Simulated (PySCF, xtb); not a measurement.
1-bromo-1,2,2-trichloroethene (C₂BrCl₃), SMILES ClC(Cl)=C(Cl)Br.

Geometry: B3LYP-D3(BJ)/def2-SVP.

Level of theory: IEF-PCM-M06-2X/def2-SVP (PySCF).

The values are the electrostatic part of the solvation free energy, E(continuum) − E(gas) at the gas-phase geometry, in a cavity of scaled van der Waals radii (PySCF's table); cavitation and dispersion terms are not included. In vacuum the orbital gap is 8.25 eV. The dipole moment in vacuum is 0.15 D.

```
solvent            ε  ΔG(elec) (kcal/mol)  dipole (D)  gap (eV)
-------------  -----  -------------------  ----------  --------
water          78.36                 -1.0        0.20      8.27
chlorobenzene   5.70                 -0.7        0.19      8.26
acetone        20.49                 -0.9        0.20      8.26
```

For comparison, GFN2-xTB/ALPB(water) (xtb, at the GFN2-xTB geometry, all terms of that model) gives -0.1 kcal/mol.
